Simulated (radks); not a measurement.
The numbers below are computed, except where a source is named.
Species: Nd. Configuration: [Xe] 4f3 6p3 (not the ground configuration).

Code: a radial shooting solver on a logarithmic mesh with Libxc functionals. Model: Dirac Kohn-Sham, LDA (Slater exchange, Perdew-Wang correlation), spin-unpolarised, spherical densities, point nucleus; open shells are shared between the two j in proportion to 2j + 1.

Energy parts (hartree):
part                       energy
total                  -9622.5950
kinetic                10375.9391
electron-nucleus      -23495.2616
Hartree                 3712.3418
exchange-correlation    -215.6144

Orbitals (lengths in bohr, moments of r in powers of bohr; <r^-3> diverges for s and p1/2; r(max) is where P^2 peaks):
| orbital | occ. | eigenvalue (hartree) | r(max) | <r^2> | <r^-3> | <1/r> | small-component weight |
|---|---|---|---|---|---|---|---|
| 1s1/2 | 2 | -1592.397 | 0.01511 | 0.0007609 | - | 66.01 | 4.95e-02 |
| 2s1/2 | 2 | -257.8564 | 0.08572 | 0.01199 | - | 15.62 | 1.08e-02 |
| 2p1/2 | 2 | -244.0625 | 0.06509 | 0.008758 | - | 15.61 | 1.09e-02 |
| 2p3/2 | 4 | -224.9755 | 0.07054 | 0.01001 | 7943 | 14.03 | 1.02e-02 |
| 3s1/2 | 2 | -56.29832 | 0.2442 | 0.08116 | - | 5.656 | 3.35e-03 |
| 3p1/2 | 2 | -50.39737 | 0.2310 | 0.07612 | - | 5.573 | 3.29e-03 |
| 3p3/2 | 4 | -46.58975 | 0.2427 | 0.08350 | 1630 | 5.176 | 3.10e-03 |
| 3d3/2 | 4 | -36.27741 | 0.1940 | 0.06769 | 269.9 | 5.049 | 2.98e-03 |
| 3d5/2 | 6 | -35.45371 | 0.1974 | 0.06977 | 243.7 | 4.949 | 2.92e-03 |
| 4s1/2 | 2 | -11.53679 | 0.5652 | 0.4156 | - | 2.359 | 1.05e-03 |
| 4p1/2 | 2 | -9.30813 | 0.5723 | 0.4412 | - | 2.255 | 9.82e-04 |
| 4p3/2 | 4 | -8.47246 | 0.5975 | 0.4819 | 358.5 | 2.122 | 9.15e-04 |
| 4d3/2 | 4 | -4.80066 | 0.6128 | 0.5654 | 49.69 | 1.905 | 7.64e-04 |
| 4d5/2 | 6 | -4.65225 | 0.6210 | 0.5815 | 44.36 | 1.872 | 7.46e-04 |
| 4f5/2 | 1.28571 | -0.46570 | 0.6479 | 1.238 | 5.611 | 1.341 | 4.13e-04 |
| 4f7/2 | 1.71429 | -0.44875 | 0.6527 | 1.267 | 5.445 | 1.329 | 4.06e-04 |
| 5s1/2 | 2 | -1.80180 | 1.302 | 2.327 | - | 0.9273 | 2.36e-04 |
| 5p1/2 | 2 | -1.18152 | 1.418 | 2.915 | - | 0.8231 | 1.90e-04 |
| 5p3/2 | 4 | -1.05716 | 1.488 | 3.222 | 52.92 | 0.7764 | 1.73e-04 |
| 6p1/2 | 1 | -0.12072 | 4.082 | 25.24 | - | 0.2666 | 2.34e-05 |
| 6p3/2 | 2 | -0.10848 | 4.296 | 27.81 | 5.211 | 0.2530 | 2.13e-05 |

The highest occupied level is 6p3/2 at -2.952 eV. Summed over all electrons, <r^2> = 118.8 bohr^2, which gives a Langevin (diamagnetic) susceptibility term of -94.1 x 10^-6 cm^3/mol.
